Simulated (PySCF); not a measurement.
# MF₃ across group 9

Level: PBE0, basis family def2-SVP, scalar-relativistic core potentials from Rb on and no relativity for lighter atoms.

Each entry is the lowest minimum that a search over a few typed start shapes (and spin states, where more than one is plausible) found, or that minimum re-optimised at the stated level; isomers with ligand–ligand bonds, or fragments after loss of a ligand pair, can lie lower. Open shells are unrestricted; no spin–orbit coupling; PySCF with density fitting.

```
molecule  2S+1  point group  mean bond to the central atom (Å)  atomisation (kJ/mol)  highest ω (cm⁻¹)  polar-tensor charge of the central atom
    CoF₃     ?            ?                                  ?                     ?                 ?                                        ?
    RhF₃     3          C2v                              1.826                  1037               716                                     1.64
    IrF₃     3          C2v                              1.843                  1145               726                                     1.58
```

(1) Fill in the row of CoF₃.

Results:

(1) 2S+1: 5; point group: D3h; mean bond to the central atom (Å): 1.724; atomisation (kJ/mol): 1203; highest ω (cm⁻¹): 736; polar-tensor charge of the central atom: 1.68.

The bond lengthens at every step; the largest change, 0.102 Å, falls between CoF₃ and RhF₃ among the members listed.

The 4d and 5d members differ by only 0.017 Å, the mark of the lanthanide contraction and relativistic shrinkage of 6s.

The shape changes along the series: D3h for CoF₃; C2v for RhF₃ and IrF₃.

Spin–orbit coupling can matter for IrF₃.

Left out of the table are members whose search was unfinished or whose lowest solution was spin-contaminated, unstable, very soft or bonded differently.

Open d and f shells are single-determinant solutions and may miss the true ground state.
